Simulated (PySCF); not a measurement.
**Magnetisability: `C#CC/C=C(\C#C)C#CC`, C10H8**

Geometry:
```
atom   x (Å)   y (Å)   z (Å)
  C1  -3.842  -1.420   0.760
  C2  -3.164  -0.730   0.056
  C3  -2.296   0.078  -0.783
  C4  -0.875  -0.367  -0.626
  C5   0.116   0.428  -0.193
  C6  -0.078   1.794   0.144
  C7  -0.214   2.951   0.433
  C8   1.446  -0.043  -0.041
  C9   2.579  -0.416   0.107
 C10   3.934  -0.886   0.283
 H11  -4.454  -2.010   1.373
 H12  -2.399   1.132  -0.507
 H13  -2.611  -0.045  -1.826
 H14  -0.663  -1.401  -0.861
 H15  -0.341   3.961   0.686
 H16   4.377  -0.422   1.164
 H17   3.942  -1.968   0.410
 H18   4.535  -0.629  -0.590
```

Level of theory: GIAO B97-2/pcSseg-1 magnetisability, rotational g tensor and spin-rotation constants, non-relativistic, gas phase in PySCF 2.14.0. Geometry: GFN2-xTB.

How diamagnetic is it, and how anisotropic?

Isotropic -1483 × 10⁻³⁰ J/T², or -89.3 × 10⁻⁶ cm³/mol; principal values -1568, -1502, -1378 × 10⁻³⁰ J/T², anisotropy 167 × 10⁻³⁰ J/T² (root of half the summed squared differences of the principal values). The susceptibility is in cgs units.

Split it along the inertial axes a, b, c into diamagnetic and paramagnetic parts about the centre of mass, with the quadrupole moment.


```
axis  χ (10⁻⁶ cm³/mol)  diamagnetic (10⁻⁶ cm³/mol)  paramagnetic (10⁻⁶ cm³/mol)  summed x² of all electrons (Å²)  quadrupole Θ (D Å)
   a             -92.6                      -695.2                        602.7                            427.4               +5.35
   b             -84.9                     -1949.9                       1865.0                            131.7               +2.73
   c             -90.4                     -2372.2                       2281.9                             32.2               -8.09
```
Anisotropies 2χaa − χbb − χcc = -9.9 and 2χbb − χaa − χcc = +13.2 × 10⁻⁶ cm³/mol. Θ is traceless in Buckingham's convention.

And the rotational g tensor?


```csv
axis,rotational constant (GHz),g,nuclear part,electronic part
a,2.0626,-0.0044,0.5796,-0.5840
b,0.6498,-0.0033,0.5661,-0.5694
c,0.5266,+0.0003,0.5648,-0.5645
```
Asymmetric top; isotopes 12C, 1H; no vibrational averaging.
